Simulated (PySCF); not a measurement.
Cl2HSi, SMILES [SiH](Cl)Cl (connectivity only; charge and spin as stated), charge +1, multiplicity 1. Geometry optimised at TPSSh-D3(BJ)/def2-TZVP. The multiplicity is an assumed one; other spin states were not compared. The isomer is the one that the SMILES or the coordinates give; other isomers of the formula were not compared.

TDDFT-ωB97X/def2-SVPD (PySCF) puts the lowest singlet excitations at 5.86, 6.03, 6.68, 7.61, 7.81, 7.81 eV.

**Question.** What are the lowest excitation roots from PySCF with ADC(2)/aug-cc-pVDZ? (Estimate from the structure and the level; the computed values follow.)

**Answer.** 5.85, 6.08, 6.47, 7.53, 7.78, 7.81 eV. S1 differs by -0.01 eV (second minus first; roots are paired by order, and the bases may differ).
